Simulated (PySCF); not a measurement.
Al(H)2(NMe2) (C2H8AlN), SMILES C[N](C)[AlH2]. Atoms are numbered in the order given.

```xyz
12

Al     0.0000     0.0000     1.4723
H      0.0000     1.4105     2.2010
H      0.0000    -1.4105     2.2010
N      0.0000     0.0000    -0.3130
C      0.0000    -1.2014    -1.1108
C      0.0000     1.2014    -1.1108
H     -0.8896    -1.2593    -1.7691
H      0.8896    -1.2593    -1.7691
H      0.0000    -2.0983    -0.4723
H      0.8896     1.2593    -1.7691
H     -0.8896     1.2593    -1.7691
H      0.0000     2.0983    -0.4723
```
Charge 0, spin multiplicity 1.

Geometry optimised at PBE0-D3(BJ)/def2-SVP. The structure was generated by enumeration; whether it is a known compound was not checked.

Method: PBE/pcSseg-1 (PySCF).

GIAO shieldings, no solvent; atoms alike by connectivity are averaged. δ = σ(ref) − σ: ¹H against TMS (σ = 31.49 ppm); ¹⁵N against NH3 (σ = 267.0 ppm); ¹³C against TMS (σ = 182.0 ppm), references at their B3LYP-D3(BJ)/def2-TZVP geometries, non-relativistic.

Computed chemical shifts:
| nucleus | atoms | count | δ (ppm) |
|---|---|---|---|
| ¹H | H2, H3 | 2 | 4.86 |
| ¹H | H7, H8, H9, H10, H11, H12 | 6 | 3.26 |
| ¹⁵N | N4 | 1 | 118.8 |
| ¹³C | C5, C6 | 2 | 46.3 |
